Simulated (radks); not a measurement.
The numbers below are computed, except where a source is named.
Problem. Radial electron density D(r) = 4 pi r^2 rho(r) of an atom or ion with 11 electrons. Code: a radial shooting solver on a logarithmic mesh with Libxc functionals. Model: scalar-relativistic Kohn-Sham, r2SCAN, spin-unpolarised, spherical densities, finite nucleus; meta-GGA in the generalised Kohn-Sham scheme; Fermi nuclear charge, rms radius of each element as measured or else 0.836 A^(1/3) + 0.57 fm.

| r (bohr) | D(r) (e/bohr) |
|---|---|
| 0.007994 | 0.9361 |
| 0.009086 | 1.174 |
| 0.01024 | 1.447 |
| 0.01155 | 1.776 |
| 0.01302 | 2.171 |
| 0.0148 | 2.674 |
| 0.01669 | 3.234 |
| 0.01882 | 3.887 |
| 0.02122 | 4.638 |
| 0.02411 | 5.553 |
| 0.02719 | 6.513 |
| 0.03065 | 7.563 |
| 0.03456 | 8.683 |
| 0.03928 | 9.924 |
| 0.04429 | 11.08 |
| 0.04994 | 12.18 |
| 0.0563 | 13.15 |
| 0.06348 | 13.93 |
| 0.07215 | 14.45 |
| 0.08135 | 14.60 |
| 0.09172 | 14.37 |
| 0.1034 | 13.78 |
| 0.1175 | 12.81 |
| 0.1325 | 11.69 |
| 0.1494 | 10.53 |
| 0.1685 | 9.495 |
| 0.1915 | 8.745 |
| 0.2159 | 8.509 |
| 0.2434 | 8.775 |
| 0.2744 | 9.484 |
| 0.3119 | 10.56 |
| 0.3517 | 11.60 |
| 0.3965 | 12.39 |
| 0.4471 | 12.70 |
| 0.5081 | 12.35 |
| 0.5729 | 11.35 |
| 0.646 | 9.824 |
| 0.7283 | 7.972 |
| 0.8212 | 6.048 |
| 0.9333 | 4.181 |
| 1.052 | 2.775 |
| 1.186 | 1.774 |
| 1.338 | 1.156 |
| 1.52 | 0.8168 |
| 1.714 | 0.6785 |
| 1.933 | 0.6093 |
| 2.179 | 0.5406 |
| 2.477 | 0.4380 |
| 2.793 | 0.3221 |
| 3.149 | 0.2086 |
| 3.55 | 0.1171 |
| 4.035 | 0.05317 |
| 4.549 | 0.02117 |
| 5.129 | 0.006962 |
| 5.783 | 0.001855 |
| 6.573 | 0.0003506 |

What is the nuclear charge?

Solution. Z = 13. The innermost maximum, from 1s, lies near gamma/Z bohr with gamma = sqrt(1 - (Z/c)^2) = 0.995, here 0.0766 bohr (found: 0.0807), and its height grows with Z. The density is that of the aluminium ion Al2+ in [Ne] 3s1; the configuration itself is not fixed sharply by these data, and Z only to about a unit. D(r) has 2 maxima, at r = 0.0807, 0.447 bohr, and minima at 0.216 bohr, inside which lie 2.21 electrons.
